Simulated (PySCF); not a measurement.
Species: C₅HF₃.
Structure used (PBE0-D3(BJ)/def2-SVP), in Å, numbered top down from 1:
```xyz
9
C5HF3 angstrom
C      3.192   -0.102   -0.450
C      1.991   -0.059   -0.267
C      0.638   -0.016   -0.060
C     -0.562    0.017    0.125
C     -2.011    0.060    0.357
F     -2.302    0.826    1.406
F     -2.493   -1.159    0.594
F     -2.649    0.555   -0.702
H      4.255   -0.138   -0.610
```

All values: CAM-B3LYP/def2-SVPD (PySCF, non-relativistic), on one gas-phase PBE0-D3(BJ)/def2-SVP geometry that isn't relaxed in the solvent. The solvent is an IEF-PCM continuum (van der Waals radii × 1.2). Only the electrostatic response of the medium enters.

Gas phase at CAM-B3LYP/def2-SVPD: HOMO -9.62 eV, LUMO -0.63 eV, dipole 2.95 D.

**Question.** What does the continuum do to the energy, the frontier levels and the dipole at CAM-B3LYP/def2-SVPD in chloroform and acetone?

**Answer.** 
```tsv
solvent	ε	E(solvent) − E(gas) (kcal/mol)	polarisation term (kcal/mol)	distortion of the solute (kcal/mol)	HOMO (eV)	LUMO (eV)	dipole (D)
chloroform	4.711	-1.94	-2.15	0.21	-9.50	-0.51	3.50
acetone	20.49	-2.58	-2.94	0.36	-9.48	-0.48	3.66
```

Polarisation term: ½ Σ q·V over the induced surface charges. Distortion: the rise of the solute's own energy as its density leaves the gas-phase optimum. From chloroform to acetone the lowering changes by a factor 1.33, Onsager's factor (ε − 1)/(2ε + 1) by 1.30 and ε itself by 4.3.

**Question.** Which radius a makes the point-dipole formula ΔE = −[(ε − 1)/(2ε + 1)]·μ²/a³ give the value in acetone, with the gas-phase dipole?

**Answer.** μ = 1.160 au and |ΔE| = 0.00411 Eh give a = 2.82 Å; the farthest nucleus lies 4.30 Å from the centroid of the nuclei, so such a sphere wouldn't even hold the nuclei. The formula assumes a rigid point dipole at the centre of a sphere.

**Question.** Give the dipole vector in the frame of the coordinates (D, pointing from negative to positive charge), gas and acetone.

**Answer.** Gas (2.91, -0.09, -0.45), solvent (3.61, -0.11, -0.56). Its length changes by +24 % and its direction by less than 1°.

**Question.** How does the static polarisability (CAM-B3LYP/def2-SVPD, frozen core, with the continuum's full static response) change?

**Answer.** 
| medium | isotropic (au) | principal values (au) | ⟨r²⟩ of the electrons (bohr²) |
| --- | --- | --- | --- |
| gas | 65.0 | 41.2, 41.2, 112.7 | 1211.5 |
| chloroform | 78.3 | 48.6, 48.6, 137.8 | 1209.9 |
| acetone | 83.1 | 51.8, 51.8, 145.7 | 1209.4 |

The isotropic value in acetone is 1.28 times the gas-phase one; no cavity-field correction is applied. ⟨r²⟩ is taken about the centre of nuclear charge.
